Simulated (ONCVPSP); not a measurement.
# u(r) = r·R(r): atom against pseudo-atom (rhodium)

Columns: radius, all-electron u(r) and pseudo u(r) of the 4s shell (level -82.55 eV) of rhodium in the configuration [Ar] 3d10 4s2 4p6 4d8 5s1; LDA (Perdew-Wang 92), scalar-relativistic, ONCV scheme, ONCVPSP 4.0.1.

| r (bohr) | all-electron | pseudo |
| --- | --- | --- |
| 0.098 | 0.4204 | 0.1884 |
| 0.195 | -0.2514 | 0.3691 |
| 0.292 | -0.6528 | 0.5381 |
| 0.390 | -0.3982 | 0.6912 |
| 0.488 | 0.1211 | 0.8208 |
| 0.585 | 0.6048 | 0.9210 |
| 0.682 | 0.9437 | 0.9896 |
| 0.780 | 1.1261 | 1.0246 |
| 0.878 | 1.1793 | 1.0255 |
| 0.975 | 1.1437 | 0.9953 |
| 1.072 | 1.0557 | 0.9387 |
| 1.170 | 0.9405 | 0.8611 |
| 1.268 | 0.8172 | 0.7701 |
| 1.365 | 0.6982 | 0.6739 |
| 1.463 | 0.5872 | 0.5769 |
| 1.560 | 0.4895 | 0.4861 |
| 1.658 | 0.4039 | 0.4031 |
| 1.755 | 0.3316 | 0.3315 |
| 1.852 | 0.2708 | 0.2707 |
| 1.950 | 0.2197 | 0.2196 |
| 2.047 | 0.1780 | 0.1779 |
| 2.145 | 0.1434 | 0.1434 |
| 2.242 | 0.1155 | 0.1155 |
| 2.340 | 0.0926 | 0.0926 |
| 2.438 | 0.0741 | 0.0741 |
| 2.535 | 0.0594 | 0.0594 |

**Question.** How many radial nodes do the two functions have?

**Answer.** The all-electron 4s function has n − l − 1 = 3 (the table is too coarse to show those close to the nucleus); the pseudo-wave has 0, since the states of the same l below it are removed with the core.

**Question.** At about which radius was the pseudo-wave matched?

**Answer.** 1.85 bohr, where the columns begin to agree (steps of 0.10 bohr).

**Question.** Is the pseudo-wave norm-conserving?

**Answer.** Yes: the ONCV scheme keeps the norm inside the radius equal to the all-electron one, which fixes the energy derivative of the logarithmic derivative at the level.
